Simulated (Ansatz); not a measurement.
Reaction (formal loss of a carbene): `[CH3][Al]1[CH2][S]1` → `[CH2]1[AlH][S]1` + `[CH2]` (triplet)

Calculated with Ansatz (gas phase, PBE0-D4/def2-TZVP geometries, no zero-point term in ΔE). CBS: MP2 limit from def2 TZ/QZ plus the TZ coupled-cluster correction, frozen cores. This one scheme is used for every species. DFT in def2-TZVPP. HSE06 is defined as in plane-wave codes. Triplets are unrestricted, without spin–orbit coupling.

CCSD(T)/CBS gives +484.6 kJ/mol.

(1) Another level gave +483.5 kJ/mol. Which?
A. BHLYP/def2-TZVPP
B. B97M-V/def2-TZVPP
C. HSE06-D4/def2-TZVPP
D. BHLYP-D4/def2-TZVPP

Largest T1 diagnostic among the species: 0.014.

Answers

(1) C. HSE06-D4 483.5, B97M-V 478.9, BHLYP-D4 465.1, BHLYP 459.0 kJ/mol.

From BLYP to BHLYP (50 % exact exchange), in def2-TZVPP and without D4, ΔE moves by −8.2 kJ/mol. In def2-TZVPP, CCSD(T) changes the Hartree–Fock value by +139.9 kJ/mol (the triples alone add +11.6 kJ/mol) and MP2 by +155.2 kJ/mol. The D4 term adds +7.3 kJ/mol with B3LYP and +4.1 kJ/mol with PBE0; it sums over pairs of atoms, weighted by their polarisabilities, and B3LYP, whose exchange is more repulsive, gets the larger term.

B3LYP here is the variant with VWN-RPA as its local correlation; programs differ in this.
